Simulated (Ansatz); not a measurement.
Compare A (`CC[SiH](Cl)Cl`) with its isomer B (`CC(Cl)[SiH2]Cl`).

Computed with Ansatz on PBE0-D4/def2-TZVP structures; ΔE is electronic, products minus reactants. CBS: MP2 limit from def2 TZ/QZ plus the TZ coupled-cluster correction, frozen cores. Functionals use def2-TZVPP. B3LYP here is the variant with VWN-RPA as its local correlation; programs differ in this. One conformer a species, not always the lowest.

A:

```xyz
11

C    -0.9810   -0.2153   -1.0674
C    -0.4572    0.5272    0.1589
Si    1.1918   -0.0861    0.7465
Cl    1.7952    0.9919    2.3816
Cl    1.0540   -2.0641    1.2713
H    -1.1259   -1.2769   -0.8568
H    -1.9405    0.1932   -1.3919
H    -0.2897   -0.1375   -1.9106
H    -1.1592    0.4517    0.9956
H    -0.3411    1.5970   -0.0495
H     2.2537    0.0190   -0.2776
```

B:

Z-matrix (Å, degrees):
```
C
C 1 1.511
H 1 1.093 2 109.4
H 1 1.092 2 111.1 3 -119.7
H 1 1.092 2 111.2 3 119.6
Cl 2 1.805 1 110.9 3 179.7
Si 2 1.879 1 115.6 3 -64.0
H 2 1.092 1 111.0 3 62.7
Cl 7 2.062 2 108.9 1 60.3
H 7 1.478 2 110.4 1 178.8
H 7 1.480 2 109.3 1 -57.7
```

(1) Which is lower in electronic energy at CCSD(T)/CBS, and by how much? (Estimate.)

(2) Give E(B) − E(A) in kJ/mol with LDA (SPW92), B3LYP, CCSD/def2-TZVPP, r2SCAN-D4, HF/def2-TZVPP, CCSD(T)/def2-TZVPP, B3LYP-D4. (Best estimate.)

Largest T1 diagnostic: 0.009.

Answers

(1) Computed: A, by 163.3 kJ/mol.

(2) Ansatz gave: LDA (SPW92) 157.2, B3LYP 162.4, CCSD/def2-TZVPP 164.0, r2SCAN-D4 166.5, HF/def2-TZVPP 169.0, CCSD(T)/def2-TZVPP 161.8, B3LYP-D4 161.7. None reverses the order clearly.

From PBE to PBE0 (25 % exact exchange), in def2-TZVPP and without D4, E(B) − E(A) moves by +5.4 kJ/mol. Leaving LDA and LC-ωPBE aside and taking each functional with its dispersion term where it has one, the values, not all of them listed here, spread over 15.4 kJ/mol, from BLYP-D4 to B97M-V.
